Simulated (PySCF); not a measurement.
## Ionisation energy of Tm³⁷⁺ by level of theory

Tm³⁷⁺ [Ar] 3d10 4s2 4p2 [4p1/2^2, M_J = 0] → Tm³⁸⁺ [Ar] 3d10 4s2 4p1 [4p1/2^1, M_J = 1/2], as a difference of total energies. Calculation: PySCF 2.14, in an even-tempered Gaussian basis (17 s from 4.1 bohr⁻², ratio 2.8; 13 p from 5.4 bohr⁻², ratio 2.8; 8 d from 9.5 bohr⁻², ratio 2.8; 4 f from 24 bohr⁻², ratio 3); the two-component X2C-1e Hamiltonian. Correlated levels: [Ne] frozen; the 74 highest virtual spinors dropped. "Screened" scales the spin-orbit matrix elements by Boettger's factors to mimic the two-electron term; Breit and QED terms are absent.

**Question.** Order these methods by the ionisation energy they give, lowest first.
A. GHF (spin-free)
B. GMP2 (spin-free)
C. GMP2 (screened spin-orbit)
D. GHF (screened spin-orbit)

**Answer.** A (1659.8 eV), B (1660.9 eV), D (1700.7 eV), C (1702.4 eV).

Breit and QED terms and the two-electron picture change are absent.

The spin-free rows relax to the high-spin LS determinant and lack the spin-orbit shift.

The labels give the starting determinants; with spin-orbit coupling the two ends relaxed to ⟨J²⟩ = 0.00, ⟨L²⟩ = 1.37, ⟨S²⟩ = 1.37 and ⟨J²⟩ = 0.75, ⟨L²⟩ = 2.04, ⟨S²⟩ = 0.79.

For comparison: 1706 ± 4 eV (theoretical estimate listed by NIST; NIST Atomic Spectra Database, ionization energies).
